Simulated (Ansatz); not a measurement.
Program: Ansatz. Geometries: PBE0-D4/def2-TZVP. ΔE: electronic, gas phase. CCSD(T)/CBS adds triple-zeta CCSD(T) − MP2 to the extrapolated MP2 energy (def2 sets, frozen cores). This one scheme is used for every species. Functionals use def2-TZVPP. HSE06 is defined as in plane-wave codes. For Ge outer-core shells are correlated without core-valence functions, which leaves a few kJ/mol of doubt a bond. Scalar relativity is left out up to krypton. Each species was taken in one conformer, which may not be the lowest.

`Cl[Si](Cl)(Cl)[GeH2][Si](Cl)(Cl)Cl` + `N=C=O` → `O=C=N[Si](Cl)(Cl)Cl` + `Cl[Si](Cl)(Cl)[GeH3]`  (cleavage of the Si–Ge bond)

`Cl[Si](Cl)(Cl)[GeH2][Si](Cl)(Cl)Cl`:

```xyz
11

Cl   -1.526    1.905   -2.805
Si   -1.283    0.416   -1.431
Cl   -2.951    0.333   -0.264
Cl   -1.092   -1.354   -2.422
Ge    0.638    0.833   -0.101
Si    0.908   -0.907    1.490
Cl    2.562   -0.566    2.635
Cl   -0.718   -1.009    2.715
Cl    1.129   -2.702    0.551
H     1.876    0.884   -1.006
H     0.459    2.166    0.638
```

`N=C=O`:

Cartesian coordinates in Å:
```
N -0.455 -0.200 -0.583
C 0.156 -0.102 0.455
O 0.675 -0.124 1.493
H -0.377 0.425 -1.365
```

`O=C=N[Si](Cl)(Cl)Cl`:

Cartesian coordinates in Å:
```
O 2.709 0.749 -1.186
C 1.729 0.331 -0.730
N 0.736 -0.142 -0.257
Si -0.825 -0.209 0.358
Cl -2.084 -0.870 -1.079
Cl -1.411 1.628 0.974
Cl -0.854 -1.487 1.921
```

`Cl[Si](Cl)(Cl)[GeH3]`:

Z-matrix (Å, degrees):
```
Si
Cl 1 2.043
Cl 1 2.043 2 108.2
Cl 1 2.043 2 108.2 3 116.9
Ge 1 2.371 2 110.7 3 -121.5
H 5 1.534 1 108.8 2 -180.0
H 5 1.534 1 108.8 2 -60.0
H 5 1.534 1 108.7 2 60.0
```

```json
{"level": "r2SCAN-D4", "ΔE (kJ/mol)": "-66.8", "difference from CCSD(T)/CBS": "1.2"}
{"level": "HSE06-D4", "ΔE (kJ/mol)": "-57.7", "difference from CCSD(T)/CBS": "10.3"}
{"level": "ωB97X-V", "ΔE (kJ/mol)": "-70.6", "difference from CCSD(T)/CBS": "-2.6"}
{"level": "B2PLYP", "ΔE (kJ/mol)": "-77.3", "difference from CCSD(T)/CBS": "-9.3"}
{"level": "PBE", "ΔE (kJ/mol)": "-57.0", "difference from CCSD(T)/CBS": "11.0"}
{"level": "revPBE", "ΔE (kJ/mol)": "-58.8", "difference from CCSD(T)/CBS": "9.2"}
{"level": "HSE06", "ΔE (kJ/mol)": "-66.7", "difference from CCSD(T)/CBS": "1.3"}
{"level": "CAM-B3LYP", "ΔE (kJ/mol)": "-85.1", "difference from CCSD(T)/CBS": "-17.1"}
{"level": "RPA@PBE/def2-TZVPP", "ΔE (kJ/mol)": "-68.3", "difference from CCSD(T)/CBS": "-0.3"}
{"level": "MP2/def2-SVP", "ΔE (kJ/mol)": "-79.1", "difference from CCSD(T)/CBS": "-11.1"}
{"level": "HF/def2-TZVPP", "ΔE (kJ/mol)": "-106.3", "difference from CCSD(T)/CBS": "-38.3"}
{"level": "CCSD/def2-TZVPP", "ΔE (kJ/mol)": "-76.9", "difference from CCSD(T)/CBS": "-8.9"}
{"level": "MP2/def2-QZVPP", "ΔE (kJ/mol)": "-72.1", "difference from CCSD(T)/CBS": "-4.1"}
{"level": "HF/CBS(def2)", "ΔE (kJ/mol)": "-109.1", "difference from CCSD(T)/CBS": "-41.1"}
{"level": "MP2/CBS(def2)", "ΔE (kJ/mol)": "-69.9", "difference from CCSD(T)/CBS": "-1.9"}
{"level": "CCSD/CBS(def2)", "ΔE (kJ/mol)": "-73.6", "difference from CCSD(T)/CBS": "-5.6"}
{"level": "CCSD(T)/CBS", "ΔE (kJ/mol)": "-68.0", "difference from CCSD(T)/CBS": "0"}
```

Largest T1 diagnostic among the species: 0.018.

From r2SCAN to r2SCAN0 (25 % exact exchange), in def2-TZVPP and without D4, ΔE moves by −5.3 kJ/mol. Leaving LDA and LC-ωPBE aside and taking each functional with its dispersion term where it has one, the values, not all of them listed here, spread over 29.4 kJ/mol, from B97M-V to PBE-D4. The D4 term adds +14.3 kJ/mol with B3LYP and +9.0 kJ/mol with PBE0; it sums over pairs of atoms, weighted by their polarisabilities, and B3LYP, whose exchange is more repulsive, gets the larger term.

CCSD(T)/CBS has its own doubt, a few kJ/mol and more with outer-core shells, so smaller differences from it don't rank the levels.

B3LYP here is the variant with VWN-RPA as its local correlation; programs differ in this.
